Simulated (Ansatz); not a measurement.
This Ansatz (an electronic-structure program) input (MP2/aug-cc-pV(Q+d)Z) gives -459.66628 Eh with 89 basis functions. A basis named .json is the Basis Set Exchange file of that set (core-valence sets with the plain set on hydrogen).

Ansatz 0.2 input:
```yaml
crystal:
  periodic: [false, false, false]
  atoms:
    - {symbol: Cl, position_ang: [0.00000000, 0.00000000, 0.00000000]}
basis:
  gaussian:
    orbitals: aug-cc-pV_Q+d_Z.json
magnetization: {spin_polarized: true, initial_magnetization: 1}
correlation: {method: mp2, electrons: outside_noble_gas}
scf: {lower_state_search: full}
```

Change:
```diff
- orbitals: aug-cc-pV_Q+d_Z.json
+ orbitals: aug-pcseg-3
```

Problem. What does the run give now?

Solution. -459.65836 Eh (MP2/aug-pcseg-3, 89 functions), a change of +7.92 mEh.
